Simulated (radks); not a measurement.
Problem. Spherical quantum dot in the effective-mass picture: electrons in a well V = -V0 / (1 + exp((r - R)/a)) with V0 = 28.7, R = 1.68, a = 0.18, with a point charge +2 (a donor) at the centre, all in effective atomic units (hartree* = m*/eps^2 hartree, bohr* = eps/m* bohr), one dielectric constant everywhere. Calculated with a radial shooting solver with Libxc functionals: non-relativistic Kohn-Sham, r2SCAN, spin-polarised, spherical densities, generalised Kohn-Sham scheme. Levels are named by radial order and angular momentum (1s, 1p, 1d, 2s, ...), and open shells are averaged over m. Results are scaled to m* = 0.148 and eps = 12.6, for which hartree* = 25.37 meV and bohr* = 4.505 nm. At N = 11 the configuration is 1s2 1p6 1d(up 2, down 0) 2s(up 1, down 0). Does electron 12 go into 1d up or 2s down or 1d down?

Solution. Into 1d up. The total energies of the other choices lie higher by 4.62 meV (2s down), 4.94 meV (1d down).
